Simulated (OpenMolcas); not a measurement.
# Ar²⁺: effect of the active space

```json
{
 "Program": "OpenMolcas",
 "Method": "CASSCF",
 "Basis": "ANO-RCC-VDZP",
 "Scalar Hamiltonian": "DKH2, point nucleus",
 "Spin-orbit coupling": "RASSI with atomic mean-field integrals over the reference wave functions, term energies averaged over their components"
}
```

A. 4 electrons in 3 orbitals (3p); 2S+1 = 3 even, 3 roots; 2S+1 = 1 even, 6 roots; cost roughly 1.6 core-seconds
B. 6 electrons in 4 orbitals (3s 3p); 2S+1 = 3 even, 3 roots; 2S+1 = 1 even, 6 roots; 2S+1 = 3 odd, 3 roots; 2S+1 = 1 odd, 3 roots; cost about 6 core-seconds

Energies in cm⁻¹ above 3s² 3p⁴ ³P₂, the measured ground level; measured values from Saloman, J. Phys. Chem. Ref. Data 39, 033101 (2010).

```csv
Level,A,B,Measured
3s² 3p⁴ ³P₂,0.0,0.0,0.0
3s² 3p⁴ ³P₁,1077,1077,1112
3s² 3p⁴ ³P₀,1544,1528,1570
3s² 3p⁴ ¹D₂,16850,16848,14010
3s² 3p⁴ ¹S₀,41172,31399,33266
```

Deviations, from unrounded energies. A percentage is the sum of absolute deviations over the sum of measured energies, with the sign that they share, or ± where signs differ.

```json
{"Against measurement": "mean absolute deviation (cm-1)", "Levels": "4", "A": "2700", "B": "1200"}
{"Against measurement": "fine structure of the ground term (%)", "Levels": "2", "A": "-2.3", "B": "-2.9"}
{"Against measurement": "other terms of the ground configuration (%)", "Levels": "2", "A": "+22.7", "B": "±10.0"}
```

B lies closest to measurement on these levels. The largest miss of B in the table is 3s² 3p⁴ ¹D₂, by +2800 cm-1. The ranking rests on the paired levels alone, and a cruder setting can come out closer through cancelling errors.

Between A and B the level of the table that moves most is 3s² 3p⁴ ¹S₀, by 9800 cm-1 (lowest in B, highest in A).

With the s shell closed, the reference lacks s² → p² mixing (holds for A). Computed and measured levels are paired by configuration, term and J; levels that our copy of the source lacks, or whose pairing is in doubt (as where it misses far off the trend of its configuration), stay unpaired and out of the deviations. Levels of configurations outside the active space are missing. Levels that lie high or do not pair safely by name in every column are left out.
